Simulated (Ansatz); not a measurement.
Reactions of `CC(F)([SiH3])[SiH3]`.

Computed with Ansatz on PBE0-D4/def2-TZVP structures; ΔE is electronic, products minus reactants. CBS: MP2 limit from def2 TZ/QZ plus the TZ coupled-cluster correction, frozen cores. Functionals use def2-TZVPP. B3LYP here is the variant with VWN-RPA as its local correlation; programs differ in this. Elements past krypton have def2 core potentials. For Se, Te outer-core shells are correlated without core-valence functions, which leaves a few kJ/mol of doubt a bond. Scalar relativity is left out up to krypton. Each species was taken in one conformer, which may not be the lowest.

```json
{"reaction": "`CC(F)([SiH3])[SiH3]` + `OC[TeH]` → `[SiH3]OC[TeH]` + `CC(F)[SiH3]`", "MP2/CBS(def2) (kcal/mol)": "-25.1", "ωB97X-V (kcal/mol)": "-24.1", "B3LYP-D4 (kcal/mol)": "-24.6", "ωB97M-V (kcal/mol)": "-23.7", "CCSD(T)/CBS(def2) (kcal/mol)": "-24.3"}
{"reaction": "`CC(F)([SiH3])[SiH3]` + `NC(O)(O)F` → `OC(O)(F)N[SiH3]` + `CC(F)[SiH3]`", "MP2/CBS(def2) (kcal/mol)": "-14.5", "ωB97X-V (kcal/mol)": "-13.9", "B3LYP-D4 (kcal/mol)": "-13.8", "ωB97M-V (kcal/mol)": "-13.7", "CCSD(T)/CBS(def2) (kcal/mol)": "-13.9"}
{"reaction": "`CC(F)([SiH3])[SiH3]` + `[NH2][Al]([OH])[SH]` → `[NH2][Al]([SH])[O][SiH3]` + `CC(F)[SiH3]`", "MP2/CBS(def2) (kcal/mol)": "-30.9", "ωB97X-V (kcal/mol)": "-30.7", "B3LYP-D4 (kcal/mol)": "-31.3", "ωB97M-V (kcal/mol)": "-30.3", "CCSD(T)/CBS(def2) (kcal/mol)": "-30.8"}
{"reaction": "`CC(F)([SiH3])[SiH3]` + `BC[SiH2]S` → `BC[SiH2]S[SiH3]` + `CC(F)[SiH3]`", "MP2/CBS(def2) (kcal/mol)": "-20.6", "ωB97X-V (kcal/mol)": "-18.6", "B3LYP-D4 (kcal/mol)": "-18.5", "ωB97M-V (kcal/mol)": "-18.9", "CCSD(T)/CBS(def2) (kcal/mol)": "-19.1"}
{"reaction": "`CC(F)([SiH3])[SiH3]` + H₂Se → `[SiH3][SeH]` + `CC(F)[SiH3]`", "MP2/CBS(def2) (kcal/mol)": "-19.3", "ωB97X-V (kcal/mol)": "-17.9", "B3LYP-D4 (kcal/mol)": "-17.6", "ωB97M-V (kcal/mol)": "-17.5", "CCSD(T)/CBS(def2) (kcal/mol)": "-18.4"}
{"reaction": "`CC(F)([SiH3])[SiH3]` + `C=C[SiH2]N` → `C=C[SiH2]N[SiH3]` + `CC(F)[SiH3]`", "MP2/CBS(def2) (kcal/mol)": "-18.1", "ωB97X-V (kcal/mol)": "-17.2", "B3LYP-D4 (kcal/mol)": "-17.3", "ωB97M-V (kcal/mol)": "-17.0", "CCSD(T)/CBS(def2) (kcal/mol)": "-17.7"}
```

Largest T1 diagnostic: 0.012, for `CC(F)([SiH3])[SiH3]`.
